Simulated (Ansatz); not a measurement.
Isolated molecules relaxed with PBE0-D4/def2-TZVP in Ansatz; ΔE leaves out vibrations. CBS: MP2 limit from def2 TZ/QZ plus the TZ coupled-cluster correction, frozen cores. This one scheme is used for every species. DFT in def2-TZVPP. B3LYP here is the variant with VWN-RPA as its local correlation; programs differ in this. Each species was taken in one conformer, which may not be the lowest.

Reaction (ligand exchange at the Al–O bond): `O[Si](O)(O)[O][AlH][F]` + `C=C(O)[SiH3]` → `C=C([SiH3])[O][AlH][F]` + `O[Si](O)(O)O`

`O[Si](O)(O)[O][AlH][F]`:

```xyz
11

O    -0.771   -1.724   -0.213
Si    0.373   -0.582   -0.477
O     1.726   -0.863    0.388
O     0.912   -0.560   -2.012
O    -0.353    0.810   -0.089
Al   -0.930    1.921    1.023
F    -0.602    1.675    2.618
H    -0.550   -2.619   -0.476
H     1.610   -1.072    1.315
H     0.337   -0.163   -2.666
H    -1.751    3.176    0.588
```

`C=C(O)[SiH3]`:

Cartesian coordinates in Å:
```
C 0.021 1.103 1.178
C -0.030 0.572 -0.043
O -0.137 1.402 -1.125
Si 0.043 -1.284 -0.297
H -0.021 2.176 1.329
H 0.105 0.466 2.047
H -0.163 0.894 -1.939
H -1.181 -1.742 -1.012
H 0.156 -1.958 1.018
H 1.208 -1.629 -1.158
```

`C=C([SiH3])[O][AlH][F]`:

Cartesian coordinates in Å:
```
C 1.706 0.325 -1.058
C 0.590 0.113 -0.362
Si -1.112 0.294 -1.134
O 0.657 -0.243 0.945
Al -0.249 -0.643 2.302
F 0.601 -0.977 3.665
H 2.685 0.218 -0.603
H 1.651 0.610 -2.101
H -1.894 1.314 -0.383
H -1.847 -0.996 -1.031
H -0.978 0.695 -2.556
H -1.811 -0.709 2.316
```

`O[Si](O)(O)O`:

Cartesian coordinates in Å:
```
O -0.173 -1.615 -0.152
Si 0.000 0.000 0.000
O 1.094 0.453 -1.122
O 0.571 0.522 1.436
O -1.492 0.639 -0.162
H 0.618 -2.113 -0.363
H 1.518 1.301 -0.989
H -0.065 0.593 2.149
H -2.072 0.218 -0.798
```

```
         level  ΔE (kJ/mol)  difference from CCSD(T)/CBS
        PBE-D4         21.6                         -2.1
     r2SCAN-D4         23.4                         -0.3
      B3LYP-D4         21.6                         -2.1
       ωB97X-V         22.7                         -1.0
       ωB97M-V         22.5                         -1.2
        B2PLYP         22.8                         -0.9
          PBE0         22.7                         -1.0
 HF/def2-TZVPP         25.0                          1.3
 HF/def2-QZVPP         26.4                          2.7
MP2/def2-QZVPP         22.9                         -0.8
   CCSD(T)/CBS         23.7                            0
```

Largest T1 diagnostic among the species: 0.013.

CCSD(T)/CBS has its own doubt, a few kJ/mol and more with outer-core shells, so smaller differences from it don't rank the levels.
